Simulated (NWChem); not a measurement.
System: CAgIO; SMILES [I][Ag]<-[C-]#[O+]

All runs: NWChem. All runs use the structure optimised with PBE0/def2-SVP. def2 effective core potentials on Ag, I; no spin-orbit coupling. Level M06-2X/def2-SVP: energy and gradient on several grids; changes count from the extra-fine grid, which is no exact limit either.

### Question
Which is the coarsest grid (xfine; medium; xcoarse; fine; coarse) from which on the energy stays within 100 μHa and each gradient component within 200 μHa/bohr of xfine?

### Answer
fine.
```
grid     size of the energy change (μHa)  largest change of a gradient component (μHa/bohr)
-------  -------------------------------  -------------------------------------------------
xcoarse                             8000                                               3000
coarse                               300                                               1000
medium                                80                                                400
fine                                < 10                                                100
xfine                               < 10                                               < 30
```
